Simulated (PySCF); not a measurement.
GaCl3, SMILES [Cl][Ga]([Cl])[Cl].

Geometry optimised at PBE0-D3(BJ)/def2-SVP. The isomer is the one that the SMILES or the coordinates give; other isomers of the formula were not compared.

Level of theory: PBE0-D3(BJ)/def2-SVP run with PySCF.

Frequencies are harmonic and unscaled.

Modes within 1.5 cm⁻¹ of each other (mostly degenerate sets) share a row, with their intensities summed.

Computed vibrational spectrum:
```tsv
mode	ν (cm⁻¹)	IR (km/mol)	Raman (Å⁴/amu)	depolarisation	moving atoms (share of kinetic energy)
1–2	125	15.3	5.3	0.75	Cl 83 %, Ga 17 %
3	138	13.9	0.0	–	Ga 60 %, Cl 40 %
4	378	0.0	15.3	0.09	Cl 100 %
5–6	476	161.2	5.6	0.75	Cl 57 %, Ga 43 %
```
